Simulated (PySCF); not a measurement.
**Excitation energy of Ag by level of theory**

Ag [Kr] 4d10 5s1 (2S) → Ag [Kr] 4d9 5s1 6s1 (4D), as a difference of total energies. Calculation: PySCF 2.14, in x2c-QZVPPall with one added diffuse shell each of s, p, d, f, g type (14s9p8d5f3g, 143 functions); scalar relativity by spin-free X2C-1e. Correlated levels: valence: [Kr] frozen; valence and next inner shell: [Ar] 3d10 frozen. The calculations carry no spin-orbit coupling.

| method | excitation energy (cm⁻¹) |
| --- | --- |
| UHF | 67000 |
| LDA | 84058 |
| PBE | 80684 |
| PBE0 | 79069 |
| r2SCAN | 80425 |
| MP2 (valence) | 82983 |
| SCS-MP2 (valence) | 82049 |
| MP2 (valence and next inner shell) | 83014 |
| SCS-MP2 (valence and next inner shell) | 81508 |

A first-order spin-orbit estimate (lowest level to lowest level, LS coupling) adds -0.234 eV.

The upper state lies above the first ionisation limit, but in LS coupling its spin forbids autoionisation to the ground ion. A Rydberg-like electron needs more diffuse functions than a valence basis has.

The promoted electron is Rydberg-like, and one or two diffuse shells describe it only roughly, which tends to raise the upper state.
